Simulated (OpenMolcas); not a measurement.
# Cu7+, Ag7+, Au7+: d4 down the group

| Property | Result |
| --- | --- |
| Program | OpenMolcas |
| Method | CASSCF |
| Basis | ANO-R2 |
| Scalar Hamiltonian | X2C, finite nucleus |
| Spin-orbit coupling | state interaction with AMFI integrals over the reference wave functions, term energies averaged over their components |

Active space for each ion: 4 electrons in 5 orbitals (d).

Computed levels in cm-1 above 5D0:

```csv
Level,Cu7+,Ag7+,Au7+
5D1,372,1134,8647
5D2,1076,2868,15495
5D3,2054,4890,20355
5D4,3255,7057,22695
3H4,37154,26213,33841
3H5,37971,28744,42009
3H6,38808,30525,45433
3P1(1),40844,29976,43338
3F2(1),43032,31779,41019
weight of 5D in the lowest level (%),99,94,58
```

Mixed levels, with the weight of the term that names them: Au7+ 5D0 (58 %), Au7+ 5D4 (54 %), Au7+ 3H4 (53 %), Au7+ 3H6 (69 %), Au7+ 3P1(1) (72 %), Au7+ 3F2(1) (61 %).

Measured, with the error of the calculation in %. Measured levels: Ag7+ from Atoms 5, 11 (2017), spectra Ag VII to Ag IX.

```tsv
Level	Ag7+
5D1	1340 (-15.4)
5D2	3212 (-10.7)
5D3	5292 (-7.6)
5D4	7443 (-5.2)
3H4	23302 (+12.5)
3H5	26250 (+9.5)
3H6	28185 (+8.3)
3P1(1)	26526 (+13.0)
3F2(1)	28051 (+13.3)
```

The fine-structure level 5D4 changes by a factor of 6.97 from Cu7+ to Au7+.

Without spin-orbit coupling 3H lies 36179, 24667, 22244 cm-1 above 5D in that order; the difference to the level 3H4, of either sign, comes from spin-orbit coupling, which also lowers the zero.

Without dynamic correlation excited terms often stand tens of per cent too high (terms of higher spin than the ground term too low), and those without a measured partner can miss by more than the paired ones. Computed and measured levels are paired by configuration, term and J; levels that our copy of the source lacks, or whose pairing is in doubt (as where it misses far off the trend of its configuration), stay unpaired and out of the deviations. Only configurations of the active space appear.

A number in round brackets counts repeated terms of one configuration in the order of the reference energies.
